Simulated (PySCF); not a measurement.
**Atomic charges by several schemes**

Compound: C₂H₄ClN₃Si.
Numbering: `[SiH3:1][n:2]1[cH:3][c:4]([Cl:5])[n:6][n:7]1` (hydrogens: H8, H9, H10 on Si1; H11 on C3)

Cartesian coordinates in Å at the GFN2-xTB level; atoms count from 1:
```
atom  x, y, z in Å
Si1   -1.9294    0.1515    0.0313
N2    -0.1923   -0.1867    0.0440
C3     0.8788    0.6266   -0.0994
C4     1.9664   -0.2175   -0.0371
Cl5    3.6165    0.1644   -0.1422
N6     1.5103   -1.4766    0.1372
N7     0.2409   -1.4470    0.1831
H8    -2.5056   -1.0652    0.5747
H9    -2.0897    1.3401    0.8679
H10   -2.2866    0.4296   -1.3589
H11    0.7961    1.6835   -0.2266
```

Density: PBE0/pcSseg-1 (PySCF); schemes: Mulliken, IAO, Hirshfeld and ESP-fitted. Isolated species at its GFN2-xTB geometry, gas phase.

**Question.** Tabulate the Mulliken, IAO, Hirshfeld and ESP-fitted charges.

**Answer.** In e:

```csv
atom,environment,Mulliken,IAO,Hirshfeld,ESP-fitted
Si1,SiH3 silicon,+0.659,+0.761,+0.401,+0.539
N2,pyrrole-type nitrogen,-0.526,-0.241,-0.056,+0.291
C3,aromatic CH next to a ring nitrogen,+0.214,-0.137,-0.034,-0.404
C4,aromatic C–Cl carbon,+0.069,+0.006,+0.015,+0.327
Cl5,aryl chlorine,-0.062,+0.019,-0.016,-0.089
N6,pyridine-type nitrogen,-0.241,-0.181,-0.138,-0.272
N7,pyridine-type nitrogen,-0.018,-0.098,-0.067,-0.277
H8,Si–H hydrogen,-0.053,-0.084,-0.049,-0.097
H9,Si–H hydrogen,-0.082,-0.114,-0.063,-0.110
H10,Si–H hydrogen,-0.069,-0.114,-0.063,-0.107
H11,aromatic hydrogen,+0.110,+0.182,+0.071,+0.201
```

Mean size of the charges over all atoms: ESP-fitted 0.247 e, Mulliken 0.191 e, IAO 0.176 e, Hirshfeld 0.088 e. Each set sums to the total charge, 0, to within 0.001 e. The IAO scheme counts the electrons in orthogonalised intrinsic atomic orbitals, a minimal basis polarised so that it spans the occupied orbitals exactly.

Lowest charge. The schemes don't all agree: Mulliken N2 (-0.526); IAO N2 (-0.241); Hirshfeld N6 (-0.138); ESP-fitted C3 (-0.404).

Highest charge. All schemes agree: Mulliken Si1 (+0.659); IAO Si1 (+0.761); Hirshfeld Si1 (+0.401); ESP-fitted Si1 (+0.539).

**Question.** How closely do the schemes follow one another over all atoms?

**Answer.** Correlation coefficient and root-mean-square difference: IAO with Hirshfeld 0.98, 0.134 e; Mulliken with IAO 0.85, 0.149 e; Mulliken with Hirshfeld 0.82, 0.183 e; Hirshfeld with ESP-fitted 0.73, 0.205 e; IAO with ESP-fitted 0.66, 0.225 e; Mulliken with ESP-fitted 0.30, 0.332 e.

**Question.** Sum the charges by element, for elements with more than one atom.

**Answer.** 
```tsv
element	atoms	Mulliken	IAO	Hirshfeld	ESP-fitted
N	3	-0.784	-0.520	-0.262	-0.259
C	2	+0.282	-0.130	-0.019	-0.077
H	4	-0.095	-0.130	-0.104	-0.114
```

**Question.** How many electrons does the IAO scheme count on N6?

**Answer.** Z − q = 7 − (-0.181) = 7.181.
